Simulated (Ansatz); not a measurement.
Correlation energies of C2H6BClSi, SMILES `ClBC1C[SiH2]1` by basis set

Cartesian coordinates in Å:
```
Cl 1.561 0.753 -1.923
B 0.386 -0.499 -1.484
C 0.032 -0.760 -0.046
C 0.604 -0.004 1.150
Si -0.939 0.775 0.527
H -0.121 -1.095 -2.384
H -0.531 -1.664 0.174
H 1.540 0.515 0.967
H 0.573 -0.529 2.098
H -0.886 2.001 -0.287
H -2.220 0.506 1.208
```

Total charge 0; spin multiplicity 1. The structure was optimised at the PBE0-D4/def2-TZVP level. It is one conformer, not always the lowest. Frozen core, restricted reference, Ansatz 0.2.0. CBS rows extrapolate triple and quadruple zeta; past MP2 they add the triple-zeta difference.

| basis | HF (Eh) | MP2 corr. |
| --- | --- | --- |
| def2-TZVPP | -852.40891 | -0.75292 |
| def2-QZVPP | -852.43513 | -0.80857 |

Q: Estimate the CCSD correlation energy and the (T) correction in each basis where they were run (hartree).

A: 
```
     basis  CCSD corr.       (T)
def2-TZVPP    -0.80600  -0.03642
 CBS(def2)    -0.90288     as TZ
```
